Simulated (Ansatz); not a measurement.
Ansatz (a first-principles code) input file for Sb(Br)(TeH)2 (BrH2SbTe2), SMILES [Br][Sb]([TeH])[TeH], PBE0/def2-SVPD. Geometry: PBE0-D3(BJ)/def2-SVP. The structure was generated by enumeration; whether it is a known compound was not checked. The def2 effective core potentials stand for the cores of Sb, Te; spin–orbit coupling is left out.

Ansatz 0.2 input:
```yaml
crystal:
  periodic: [false, false, false]
  atoms:
    - {symbol: Sb, position_ang: [-0.67623231, -0.38205545, 0.70755362]}
    - {symbol: Br, position_ang: [1.53177212, -0.81470475, 1.91551168]}
    - {symbol: Te, position_ang: [-0.24544811, 2.21919507, -0.13911173]}
    - {symbol: H, position_ang: [-0.11645818, 2.73150104, 1.44258641]}
    - {symbol: Te, position_ang: [-0.09815186, -1.29901974, -1.84076900]}
    - {symbol: H, position_ang: [-1.14052063, -2.58112447, -1.61693190]}
basis:
  gaussian:
    orbitals: def2-SVPD
hamiltonian:
  xc: {name: PBE0}
```

Program output:

```
Functional definition: PBE0
integrals: 0.21 GiB planned
1854 factors; integrals over basis functions are off by at most 3.9e-4 eV
mean field: 1.19 GiB planned
mean field evaluation 1: about -91188.6618 eV, gradient 1.5e1 eV
mean field evaluation 2: about -91187.0785 eV, gradient 2.7e1 eV
mean field evaluation 4: about -91189.5396 eV, gradient 1.0e0 eV
mean field evaluation 8: about -91189.6022 eV, gradient 9.1e-2 eV
mean field evaluation 16: about -91189.6023 eV, gradient 3.1e-5 eV
mean field -91189.60225864 eV, -3351.1560724727 hartree, gradient 3.1e-5 eV, S^2 0.000000; 0 other end points of the search recorded, 0 dependent functions left out
reference -91189.60231732 eV, -3351.1560746291 hartree; 54, 54 occupied and 105, 105 virtual orbitals, 1854 factors
Total energy: -91189.60231732 eV, -3351.1560746291 hartree
```

Self-consistency was reached.
